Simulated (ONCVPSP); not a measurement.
## Reading a pseudo-wave (gallium (Ga))

Columns: radius, all-electron u(r) and pseudo u(r) of the 3d shell (level -33.23 eV) of gallium in the configuration [Ne] 3s2 3p6 3d10 4s1.5; PBE, scalar-relativistic, ONCV scheme, ONCVPSP 4.0.1.

```csv
r (bohr),all-electron,pseudo
0.068,0.0607,0.0071
0.135,0.2629,0.0524
0.202,0.5167,0.1604
0.270,0.7481,0.3370
0.338,0.9208,0.5616
0.405,1.0298,0.7948
0.473,1.0860,1.0041
0.540,1.0997,1.1520
0.608,1.0836,1.2276
0.675,1.0479,1.2300
0.742,1.0003,1.1766
0.810,0.9450,1.0873
0.878,0.8866,0.9850
0.945,0.8285,0.8873
1.013,0.7704,0.8000
1.080,0.7151,0.7274
1.148,0.6616,0.6654
1.215,0.6118,0.6126
1.283,0.5644,0.5644
1.350,0.5206,0.5206
1.418,0.4793,0.4793
1.485,0.4415,0.4415
1.553,0.4059,0.4059
1.620,0.3735,0.3735
1.688,0.3431,0.3431
1.755,0.3154,0.3154
```

How many radial nodes do the two functions have?

The all-electron 3d function has n − l − 1 = 0; the pseudo-wave has 0.

At about which radius was the pseudo-wave matched?

1.35 bohr. The columns agree to 0.0005 from 1.28 bohr on; several derivatives are matched, so the curves merge somewhat inside the radius.

Is the pseudo-wave norm-conserving?

Yes: the ONCV scheme keeps the norm inside the radius equal to the all-electron one, which fixes the energy derivative of the logarithmic derivative at the level.
